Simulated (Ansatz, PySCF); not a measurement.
System: C₆H₅ (charge 0, doublet). It need not be the lowest isomer of its formula. 
Coordinates optimised at B3LYP-D3(BJ)/def2-TZVP (Ansatz, a quantum-chemistry and plane-wave program):
```xyz
11

C      1.9189    -2.2549     1.5672
C      1.1479    -1.3490     0.9374
C      0.4388    -0.5160     0.3584
C     -0.3297     0.3869    -0.2694
C     -1.0266     1.2052    -0.8392
C     -1.8557     2.1814    -1.5154
H      2.6108    -2.8796     1.0163
H      1.8674    -2.3827     2.6413
H     -1.8102     2.0527    -2.5996
H     -2.9005     2.0886    -1.2078
H     -1.5294     3.1989    -1.2838
```
Charge 0, spin multiplicity 2.

Total electronic energies in hartree. Correlated levels leave the core frozen unless marked. UHF or UKS for open shells. No spin-orbit coupling. No relativistic terms. CBS(X,Y): correlation extrapolated as X^-3; Hartree-Fock from the larger set. The bracket is a focal-point correction in the basis named.

The UHF reference is spin-contaminated (<S^2> 0.64 over the pure value in the largest basis). The T1 diagnostic of CCSD in the largest basis is 0.046, which is high, so the coupled-cluster rows are less sure than usual.

| level | program | energy (Eh) |
|---|---|---|
| HF/6-31G* | Ansatz | -229.98701 |
| HF/cc-pVTZ | Ansatz | -230.06532 |
| HF-D3(BJ)/def2-TZVPD | PySCF + dftd3 | -230.13379 |
| BLYP-D3(BJ)/def2-TZVPD | Ansatz + dftd3 | -231.50727 |
| revPBE-D3(BJ)/def2-TZVPD | Ansatz + dftd3 | -231.53828 |
| B3LYP-D3(BJ)/def2-TZVPD | Ansatz + dftd3 | -231.59839 |
| PBE0-D3(BJ)/def2-TZVPD | Ansatz + dftd3 | -231.29070 |
| HSE06/def2-TZVPD | Ansatz | -231.27161 |
| B2GP-PLYP-D3(BJ)/def2-TZVPD | Ansatz + dftd3 | -231.31000 |
| SCS-MP2/6-31G | Ansatz | -230.35073 |
| CCSD/STO-3G | Ansatz | -227.56418 |
| CCSD(T)/cc-pVDZ | Ansatz | -230.81325 |
| CCSD(T)/cc-pVTZ | Ansatz | -231.03937 |
| RI-MP2/CBS(cc-pVTZ,cc-pVQZ)+[CCSD(T)-MP2]/cc-pVDZ | Ansatz | -231.1458 |
| RI-MP2/CBS(cc-pVTZ,cc-pVQZ)+[CCSD(T)-MP2]/cc-pVTZ | Ansatz | -231.1496 |

Totals of different functionals don't rank their quality; only differences between species are comparable.
